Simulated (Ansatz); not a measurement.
Mulliken charges of C₂H₅BrSn, SMILES `C=[CH][SnH2][Br]` from B3LYP/def2-TZVPP in Ansatz (PBE0-D4/def2-TZVP geometry).

```tsv
atom	x (Å)	y (Å)	z (Å)	charge (e)
C1	-0.823	0.673	-1.242	-0.192
C2	-0.196	0.906	-0.098	-0.335
Sn3	0.717	-0.634	1.034	0.823
Br4	0.305	-2.725	-0.252	-0.383
H5	-0.904	-0.325	-1.664	0.110
H6	-1.286	1.477	-1.809	0.114
H7	-0.138	1.920	0.289	0.092
H8	2.409	-0.474	1.159	-0.115
H9	0.004	-0.865	2.566	-0.115
```

Question: By hand: the dipole of these point charges (1 e Å = 4.8032 D).

Answer: Σ q r = (0.161, 0.552, 0.428) e Å, of length 0.717 e Å = 3.44 D.

Question: How does the dipole of the full density compare? (Estimate.)

Answer: The calculation gave: (-0.008, 0.525, 0.133) e Å, 2.60 D; the point charges give 1.32 times that, at 27° from its direction.

Point charges leave out the atoms' own dipoles, such as those of lone pairs, and Mulliken's split depends on the basis, so the two needn't agree.

B3LYP here is the variant with VWN-RPA as its local correlation; programs differ in this.
